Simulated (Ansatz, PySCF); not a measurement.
Positional isomers: benzothiophene boryl+vinyl. Gas-phase values, no solvent. One relaxed conformer stands for each flexible species; it need not be the lowest. Strings in code marks are SMILES. Quantity: electronic energy of isomers of C10H9BS relative to `Bc1cc2ccc(C=C)cc2s1` (H–B–C–S torsion 180°, C–C–C–C torsion 1°). Level 1: PBE-D3(BJ)/def2-TZVP // B3LYP-D3(BJ)/def2-SVP (PySCF). Level 2: frozen-core CCSD(T)/cc-pVDZ // B3LYP-D3(BJ)/def2-SVP (Ansatz, an electronic-structure program).

```json
[
 {"case": "`Bc1cc2cc(C=C)ccc2s1` (H–B–C–S torsion -180°, C–C–C–C torsion -179°)", "level 1 (kcal/mol)": "0.5", "level 2 (kcal/mol)": "0.2"},
 {"case": "`Bc1c(C=C)sc2ccccc12` (H–B–C–C torsion 180°, S–C–C–C torsion 0°)", "level 1 (kcal/mol)": "0.5", "level 2 (kcal/mol)": "0.3"},
 {"case": "`Bc1cc2c(C=C)cccc2s1` (H–B–C–S torsion 0°, C–C–C–C torsion -160°)", "level 1 (kcal/mol)": "1.2", "level 2 (kcal/mol)": "0.7"},
 {"case": "`Bc1cc(C=C)cc2sccc12` (H–B–C–C torsion -180°, C–C–C–C torsion 180°)", "level 1 (kcal/mol)": "5.7", "level 2 (kcal/mol)": "withheld"},
 {"case": "`Bc1cc(C=C)c2sccc2c1` (H–B–C–C torsion -180°, C–C–C–C torsion 19°)", "level 1 (kcal/mol)": "5.9", "level 2 (kcal/mol)": "4.1"},
 {"case": "`Bc1cc(C=C)c2ccsc2c1` (H–B–C–C torsion 0°, C–C–C–C torsion 22°)", "level 1 (kcal/mol)": "6.0", "level 2 (kcal/mol)": "4.5"},
 {"case": "`Bc1c(C=C)ccc2ccsc12` (H–B–C–C torsion 25°, C–C–C–C torsion 32°)", "level 1 (kcal/mol)": "8.0", "level 2 (kcal/mol)": "7.1"},
 {"case": "`Bc1cc2ccsc2cc1C=C` (H–B–C–C torsion -23°, C–C–C–C torsion -30°)", "level 1 (kcal/mol)": "8.2", "level 2 (kcal/mol)": "7.1"}
]
```

**Question.** Fit level 2 = a + b·x to the 7 complete rows by least squares, with x = level 1 in kcal/mol. Give a, b and the rms residual, and predict the withheld value.

**Answer.** Means of the 7 rows: x̄ = 4.3286, ȳ = 3.4286 kcal/mol. Σ(x − x̄)² = 72.834 and Σ(x − x̄)(y − ȳ) = 63.414, so b = 0.871 and a = ȳ − b·x̄ = -0.34 kcal/mol. The rms residual is 0.38 kcal/mol. At x = 5.7 the line gives 4.6 kcal/mol. The run for `Bc1cc(C=C)cc2sccc12` (H–B–C–C torsion -180°, C–C–C–C torsion 180°) gave 4.6 kcal/mol, so the line is off by 0.0 kcal/mol, within twice the rms residual.

Codes: Ansatz, PySCF.
